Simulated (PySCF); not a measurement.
**Correlation energy of Ru (ruthenium, neutral)**

[Kr] 4d7 5s1, high-spin 5F determinant. All numbers are calculated (PySCF 2.14, the spin-free X2C one-electron Hamiltonian (Gaussian nucleus), in x2c-TZVPPall with one added diffuse shell each of s, p, d, f type (9s7p7d3f1g, 95 functions)). Frozen: [Kr]; 8 electrons correlated.

MP2 pair energies summed by pair of shells (mhartree):

```tsv
pair	energy	share (%)
4d-4d	-159.08	84.4
4d-5s	-29.30	15.6
```

Total MP2 correlation energy: -188.38 mhartree.

Same-spin part -83.99 and opposite-spin part -104.39 mhartree; SCS-MP2 scales them by 1/3 and 6/5 to -153.26 mhartree.
